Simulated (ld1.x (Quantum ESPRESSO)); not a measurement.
# How hard is this selenium TM potential?

* Element: Se
* Generator: ld1.x (Quantum ESPRESSO) 7.5
* Type: norm-conserving Troullier–Martins (Kleinman–Bylander form)
* Functional: revPBE
* Relativity: fully relativistic
* Frozen core: [Ar] 3d10
* Valence charge: 6
* Reference configuration: 4s2 4p4
* Partial waves: 4s (bound): rc 1.55 bohr; 4p (bound): rc 2.00 bohr
* Local potential: all-electron potential smoothed inside 1.80 bohr (lloc = -2)
* Core correction: a·sin(br)/r model core inside 1.40 bohr

Open shells are filled in proportion to 2j + 1 (rel_dist='average').

The pseudo-atom Hamiltonian at the reference potential is diagonalised in spherical Bessel functions j_l(qr) that vanish at 20 bohr, with q² up to the cutoff. All-electron valence levels (Ry): 4s -1.2658, 4p1/2 -0.4942, 4p3/2 -0.4668.

**Question.** How do the lowest levels (Ry) of each channel move with the cutoff, and are there ghosts?

**Answer.**

| cutoff (Ry) | s #1 | s #2 | p1/2 #1 | p3/2 #1 | d #1 | d #2 | f #1 | Σ f·Δε (mRy) |
| --- | --- | --- | --- | --- | --- | --- | --- | --- |
| 8 | -1.1391 | -0.0318 | -0.4874 | -0.4599 | 0.0621 | 0.1403 | 0.1140 | 280.9 |
| 12 | -1.2211 | -0.0364 | -0.4883 | -0.4607 | 0.0620 | 0.1396 | 0.1140 | 113.4 |
| 18 | -1.2562 | -0.0384 | -0.4921 | -0.4648 | 0.0620 | 0.1395 | 0.1140 | 27.4 |
| 25 | -1.2582 | -0.0386 | -0.4939 | -0.4665 | 0.0620 | 0.1395 | 0.1140 | 16.4 |
| 35 | -1.2610 | -0.0387 | -0.4940 | -0.4666 | 0.0620 | 0.1395 | 0.1140 | 10.4 |
| 45 | -1.2645 | -0.0389 | -0.4941 | -0.4667 | 0.0620 | 0.1395 | 0.1140 | 2.9 |
| 55 | -1.2655 | -0.0390 | -0.4942 | -0.4668 | 0.0620 | 0.1395 | 0.1140 | 0.7 |
| 70 | -1.2656 | -0.0390 | -0.4942 | -0.4668 | 0.0620 | 0.1395 | 0.1140 | 0.5 |
| 400 | -1.2659 | -0.0390 | -0.4942 | -0.4668 | 0.0620 | 0.1395 | 0.1140 | 0.0 |

Result: no extra level below or beside the all-electron valence levels (s, p1/2, p3/2, d, f tested); 10 mRy is reached at 40 Ry and 1 mRy at 55 Ry.
